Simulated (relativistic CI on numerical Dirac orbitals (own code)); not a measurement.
d1 to d9 in one octahedral field

Computed with a parametric ligand-field model without spin-orbit coupling, by exact diagonalisation: B = 700, C = 3280, 10Dq = 7300 cm⁻¹ (Oh; |10Dq|/B = 10.4) for every shell. Energies in cm⁻¹; the field energy is (0.6 n_e − 0.4 n_t2) × 10Dq of the ground term; g labels are left out.

| Shell | Ground term | Electrons in e | Field energy | First spin-allowed bands | Lowest term of other spin |
| --- | --- | --- | --- | --- | --- |
| d1 | 2T2 | 0.000 | -2920 | 2E 7300 |  |
| d2 | 3T1 | 0.075 | -5295 | 3T2 6392, 3A2 13692 | 1T2 11157 |
| d3 | 4A2 | 0.000 | -8760 | 4T2 7300, 4T1 11970 | 2E 14556 |
| d4 | 5E | 1.000 | -4380 | 5T2 7300 | 3T1 11234 |
| d5 | 6A1 | 2.000 | 0 | none | 4T1 18373 |
| d6 | 5T2 | 2.000 | -2920 | 5E 7300 | 3T1 10721 |
| d7 | 4T1 | 2.075 | -5295 | 4T2 6392, 4A2 13692 | 2E 7762 |
| d8 | 3A2 | 2.000 | -8760 | 3T2 7300, 3T1 11970 | 1E 11785 |
| d9 | 2E | 3.000 | -4380 | 2T2 7300 |  |

Every shell keeps the spin of the free ion. Only d4 to d7 can choose; the field needed to pair spins is smallest for d6 and largest for d5, which loses most exchange energy. In the strong-field picture 10Dq must exceed about 6B + 5C = 20600 (d4), 7.5B + 5C = 21650 (d5), 2.5B + 4C = 14870 (d6) and 4B + 4C = 15920 (d7); mixing of terms shifts these bounds somewhat. High-spin d^(n+5) repeats the spin-allowed bands of d^n, since the half-filled shell is spherical.
